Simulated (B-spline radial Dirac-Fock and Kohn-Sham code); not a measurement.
Er³⁵⁺: scattering cross sections and density moments

System: Er³⁵⁺, configuration [Ar] 3d10 4s2 4p3.

Level of theory: relativistic Hartree-Fock (Dirac-Fock) wave functions, averaged over the configuration; a radial atomic solver.

| Property | Result |
| --- | --- |
| Sum of ⟨r⟩ | 6.717 bohr |
| Sum of ⟨r²⟩ | 2.159 bohr² |
| Sum of ⟨1/r⟩ | 422.71 per bohr |
| Langevin diamagnetic susceptibility | -1.71 × 10⁻⁶ cm³/mol |
| Lamb shielding (α²/3)Σ⟨1/r⟩ | 7503 ppm |

Coherent scattering is the Thomson cross section weighted by f₀², without anomalous dispersion; incoherent scattering is Klein-Nishina weighted by S. The Lamb formula is the non-relativistic shielding expression. Electron correlation is left out. A dash stands where the photon energy is too low for the impulse approximation behind that column.

| hν (keV) | coherent (b) | incoherent (b) | incoherent per electron (b) |
| --- | --- | --- | --- |
| 2 | 715.5 | – | – |
| 8.0478 | 603.5 | 1.793 | 0.0543 |
| 10 | 554.4 | 2.477 | 0.0750 |
| 17.4793 | 384.9 | 4.854 | 0.147 |
| 30 | 217.4 | 7.693 | 0.233 |
| 50 | 107.4 | 10.32 | 0.313 |
| 200 | 10.88 | 11.85 | 0.359 |
| 500 | 1.977 | 9.183 | 0.278 |

Incoherent scattering overtakes coherent scattering between 50 and 200 keV.

Values without a named source are computed, but for edge energies of neutral atoms, which are taken from tables.
